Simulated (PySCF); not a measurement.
Calculation: PBE-D3(BJ)/def2-TZVP (PySCF 2.14.0). Isolated molecules, 0 K electronic values unless said otherwise. One relaxed conformer stands for a flexible species; it need not be the lowest. 

Reference species (SMILES): `F[SiH2][Si@@H]([SiH3])S` (F–Si–Si–S torsion -170°, Si–Si–S–H torsion -155°) (neutral, multiplicity 1).

```json
{
 "S1 oscillator strength": "0.009",
 "LUMO": "-2.06 eV"
}
```

Changed species: `[SiH2]([SiH2][SiH2]S)F`.

Question: What does the change do to the S1 oscillator strength and LUMO?

Answer: the S1 oscillator strength is nearly the same; the LUMO rises by 0.17 eV, to -1.89 eV.
